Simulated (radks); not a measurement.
Q: All-electron atom: Zn II in [Ar] 3d10 4s1. All-electron calculation, scalar-relativistic Kohn-Sham, PBE, spin-polarised, spherical densities, finite nucleus; open shells are filled with parallel spins first; Fermi nuclear charge, rms radius 3.9283 fm. Program: a radial shooting solver on a logarithmic mesh with Libxc functionals. Some entries of the table are withheld. Estimate them.

orbital,occ.,eigenvalue (hartree),<r> (bohr)
1s up,1,-350.4166,0.05031
1s down,1,-350.4150,0.05031
2s down,1,-42.91540,0.2262
2s up,1,-42.91507,0.2262
2p up,3,-37.24572,0.1983
2p down,3,-37.24562,0.1983
3s up,1,-5.10323,0.6815
3s down,1,-5.10247,0.6811
3p up,3,-3.42001,(1)
3p down,3,-3.41837,(2)
3d up,5,-0.72854,(3)
3d down,5,-0.72051,(4)
4s up,1,-0.53364,2.389
4s down,0,-0.48976,2.389
4p up,0,-0.30222,3.106
4p down,0,-0.25883,3.136

A: 
(1) 3p up <r> (bohr): 0.7141
(2) 3p down <r> (bohr): 0.7132
(3) 3d up <r> (bohr): 0.9037
(4) 3d down <r> (bohr): 0.8900
